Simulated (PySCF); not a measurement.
Gas-phase reaction: 2 GaF3 + C4H8 (cis-2-butene) + 3 C2H6 ⇌ 2 GaH(CH3)2 + 3 CH3CHF2

Computed with PySCF and rigid-rotor harmonic-oscillator thermochemistry at 1 bar. S°(298 K) at PBE0/def2-TZVP differs from the NASA 1993 table for C4H8 (cis-2-butene) (-6 J/mol/K); whether the harmonic model or the table's entry is off was not settled. † marks an energy on the PBE0/def2-TZVP geometry and frequencies; other levels use their own. MP2 freezes the core. All species are closed-shell singlets. B3LYP is the form with VWN-RPA correlation. Ga: all electrons, no relativistic terms. Methyl groups turn as free rotors in GaH(CH3)2. GaH(CH3)2: computed as isolated molecules; such fragments, hydroxides, amides, oligomers or adducts are transient or little studied in the gas. MP2 isn't extrapolated to the basis-set limit; its ΔH°(298 K) is 656.8 kJ in def2-SVP and 626.2 kJ in def2-TZVPP. The harmonic model lacks anharmonicity and excited electronic states, which grow with temperature; levels with a mode under 35 cm⁻¹ are left out. Internal rotation in C4H8 (cis-2-butene), C2H6, CH3CHF2 is treated as a harmonic vibration of one conformer, which makes the entropy rough.

| level | ΔE electronic, kJ | ΔH°(298 K), kJ | ΔS°(298 K), J/K | ΔG°(1600 K), kJ |
|---|---|---|---|---|
| B3LYP/def2-TZVP† | 601 | 573 | -81 | 687 |
| HF/def2-TZVP† | 639 | 611 | -81 | 725 |
| MP2/def2-SVP† | 685 | 657 | -81 | 771 |
| PBE0/def2-QZVP† | 571 | 543 | -81 | 657 |
| PBE0/def2-TZVP | 556 | 528 | -81 | 643 |
| LDA/def2-TZVP† | 466 | 438 | -81 | 552 |
| ωB97M-V/def2-TZVP† | 565 | 537 | -81 | 651 |
ΔH° is lowest at LDA/def2-TZVP† and highest at MP2/def2-SVP†. No reference value is set beside these.
